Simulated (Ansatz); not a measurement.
`[SiH3][SiH2][SiH2][GeH2][SiH2][SiH3]` + `O[SiH2][AlH2]` → `[AlH2][SiH2]O[SiH3]` + `[SiH3][SiH2][GeH2][SiH2][SiH3]`  (cleavage of the Si–Si bond)

Gas-phase electronic energies from Ansatz, PBE0-D4/def2-TZVP geometries. CBS: MP2 limit from def2 TZ/QZ plus the TZ coupled-cluster correction, frozen cores. Functionals use def2-TZVPP. B3LYP here is the variant with VWN-RPA as its local correlation; programs differ in this. For Ge outer-core shells are correlated without core-valence functions, which leaves a few kJ/mol of doubt a bond. Scalar relativity is left out up to krypton. Each species was taken in one conformer, which may not be the lowest.

**Question.** Is it downhill or uphill in electronic energy at CCSD(T)/CBS, and by how much? (An estimate is asked.)

**Answer.** Ansatz gave: Downhill: ΔE = -91.8 kJ/mol.

**Question.** What do these levels give: PBE-D4, r2SCAN-D4, B3LYP-D4, ωB97X-V, PBE, PBE0, MP2/def2-TZVPP, SCS-MP2/def2-TZVPP, HF/def2-QZVPP, MP2/def2-QZVPP, MP2/CBS(def2), CCSD/CBS(def2)? (Best estimate.)

**Answer.** The calculation gave: PBE-D4 -66.2, r2SCAN-D4 -86.1, B3LYP-D4 -92.8, ωB97X-V -91.3, PBE -71.9, PBE0 -79.7, MP2/def2-TZVPP -98.4, SCS-MP2/def2-TZVPP -106.3, HF/def2-QZVPP -132.9, MP2/def2-QZVPP -98.6, MP2/CBS(def2) -97.1, CCSD/CBS(def2) -97.2 kJ/mol.

Largest T1 diagnostic among the species: 0.013.

In def2-TZVPP, CCSD(T) changes the Hartree–Fock value by +37.0 kJ/mol (the triples alone add +5.4 kJ/mol) and MP2 by +31.7 kJ/mol. The D4 term adds +9.1 kJ/mol with B3LYP and +5.6 kJ/mol with PBE0; it sums over pairs of atoms, weighted by their polarisabilities, and B3LYP, whose exchange is more repulsive, gets the larger term.
